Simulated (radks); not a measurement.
Values are calculated unless marked as measured or tabulated.
Question: Successive ionisation energies (eV) of one element, from differences of total energies of ions in their ground configurations, starting at charge 0: 5.185, 20.401, 30.746, 62.379, 86.727, 113.42, 142.26, 173.09, 205.83, 241.15, 277.54, 315.62, 355.33, 470.40, 509.58, 549.54, 590.20, 637.64, 679.88, 766.29, 807.80, 2009.8. Code: a radial shooting solver on a logarithmic mesh with Libxc functionals. Model: Dirac Kohn-Sham, exchange-only PBE, spin-unpolarised, spherical densities, finite nucleus; open shells fill j = l - 1/2 first; Fermi nuclear charge, rms radius 3.9973 fm. Which element is it?

Answer: Gallium (Z = 31). The first species listed is Ga in [Ar] 3d10 4s2 4p1, the last Ga21+ in [Ne].
